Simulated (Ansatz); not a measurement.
All numbers were calculated with Ansatz.

C2H7NOSi, SMILES `C=N[SiH](C)O` at its PBE0-D4/def2-TZVP geometry, where that method's forces vanish. Total charge 0; spin multiplicity 1.

```
atom   x (Å)   y (Å)   z (Å)
  C1  -2.139   0.245   0.494
  N2  -1.230  -0.581   0.224
 Si3   0.276  -0.218  -0.564
  C4   1.649  -0.595   0.620
  O5   0.439   1.366  -1.011
  H6  -2.090   1.317   0.247
  H7  -3.052  -0.081   1.008
  H8   0.302  -1.079  -1.776
  H9   1.611   0.088   1.472
 H10   2.620  -0.480   0.134
 H11   1.563  -1.616   0.995
 H12   0.051   1.634  -1.845
```

Question: For each bond, give half the difference of the two atoms' forces along it (eV/Å; positive pushes the atoms apart) under PBE-D4, r2SCAN-D4, B3LYP-D4, ωB97M-V in def2-TZVPP. (An estimate is asked.)

Answer: The calculation gave: 
```csv
bond,length (Å),PBE-D4,r2SCAN-D4,B3LYP-D4,ωB97M-V
C1–N2,1.257,0.62,0.28,0.15,0.08
C1–H6,1.101,-0.01,-0.04,-0.06,-0.09
C1–H7,1.097,-0.03,-0.06,-0.12,-0.11
N2–Si3,1.739,-0.10,-0.08,0.00,0.07
Si3–C4,1.851,-0.03,0.00,0.05,-0.02
Si3–O5,1.654,0.28,0.04,0.14,0.13
Si3–H8,1.487,-0.01,-0.04,-0.16,-0.18
C4–H9,1.093,0.10,0.00,-0.04,-0.04
C4–H10,1.092,0.11,-0.01,-0.04,-0.04
C4–H11,1.092,0.10,-0.02,-0.05,-0.04
O5–H12,0.957,0.33,0.02,-0.02,-0.05
```

B3LYP here is the variant with VWN-RPA as its local correlation; programs differ in this.
